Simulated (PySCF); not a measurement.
PySCF input for ScF2, SMILES [F][Sc][F] (connectivity only; charge and spin as stated), neutral, multiplicity 2, PBE0-D3(BJ)/def2-TZVP. Geometry: PBE0-D3(BJ)/def2-TZVP. The multiplicity is an assumed one; other spin states were not compared. The isomer is the one that the SMILES or the coordinates give; other isomers of the formula were not compared.

```python
import numpy as np
from pyscf import gto, scf, dft, df
from pyscf.hessian import thermo

mol = gto.M(
    atom='''
    Sc    0.00000000   -0.00000000    0.42292132
    F     0.00000000    1.57774736   -0.49340821
    F     0.00000000   -1.57774736   -0.49340821
    ''',
    basis='def2-TZVP',
    charge=0,
    spin=1,
    max_memory=1600,
    verbose=3,
)
mf = dft.UKS(mol, xc='pbe0').density_fit(auxbasis='def2-universal-jkfit')
mf.disp = 'd3bj'
mf.grids.level = 3
mf.conv_tol = 1e-11
mf.max_cycle = 100
mf.kernel()
fine, coarse = mf.grids, dft.Grids(mol).set(level=1).build(with_non0tab=True)
for _ in range(3):  # follow internal instabilities
    mf.grids = coarse
    mo, _, stable, _ = mf.stability(return_status=True, nroots=4)
    mf.grids = fine
    if stable:
        break
    mf.kernel(mf.make_rdm1(mo, mf.mo_occ))

# [left out here: the lines that compute and print the analytic Hessian (its translational invariance restored by hand, since the grid's response is missing), thermochemistry and intensities]
```

Output:

```

WARN: HOMO -0.305439836156901 >= LUMO -0.305439836156875

converged SCF energy = -960.234724317157  <S^2> = 0.75093956  2S+1 = 2.0009393
<class 'pyscf.df.df_jk.DFUKS'> wavefunction is stable in the internal stability analysis

WARN: DFTD3 does not support analytical Hessian, using finite difference


WARN: Mole.unit (angstrom) is changed to Bohr

Mode                                 0                   1                   2
Irrep
Freq [cm^-1]                      146.4554            664.4429            718.0350
Reduced mass [au]                  22.2624             21.5369             24.4700
Force const [Dyne/A]                0.2813              5.6021              7.4332
Char temp [K]                     210.7168            955.9854           1033.0925
Normal mode                   x     y     z       x     y     z       x     y     z
       0  Sc                 0.00  0.00 -0.08   -0.00 -0.00 -0.07   -0.00  0.09 -0.00
       1   F                -0.00  0.11  0.09   -0.00 -0.12  0.08   -0.00 -0.11  0.06
       2   F                -0.00 -0.11  0.09    0.00  0.12  0.08    0.00 -0.11 -0.06
temperature 298.1500 [K]
pressure 101325.00 [Pa]
Rotational constants [GHz] 29.22877 5.34312 4.51734
Symmetry number 2
Zero-point energy (ZPE) 0.00348 [Eh]   9145.052 [J/mol]
                           tot       elec      trans        rot        vib
Entropy [J/mol/K]       276.779      5.763    163.849     93.132     14.034
Cv [J/mol/K]             40.008      0.000     12.472     12.472     15.064
Cp [J/mol/K]             48.322      0.000     20.786     12.472     15.064
Internal energy [J/mol]                      3718.434   3718.434  11463.162
Internal energy [Eh]   -960.22753  -960.23472
Enthalpy [J/mol]                             6197.391   3718.434  11463.162
Enthalpy [Eh]          -960.22658
Gibbs free energy [J/mol]                  -42654.226 -24048.942   7278.777
Gibbs free energy [Eh] -960.25801
mode   freq/cm-1   IR/(km/mol)
   1      146.46        10.104
   2      664.44       177.056
   3      718.03       219.067
max |gradient| / (hartree/bohr): 0.00029020423462371
APT charges: [ 1.5001 -0.7501 -0.7501]
```

The calculation finished and met its thresholds.
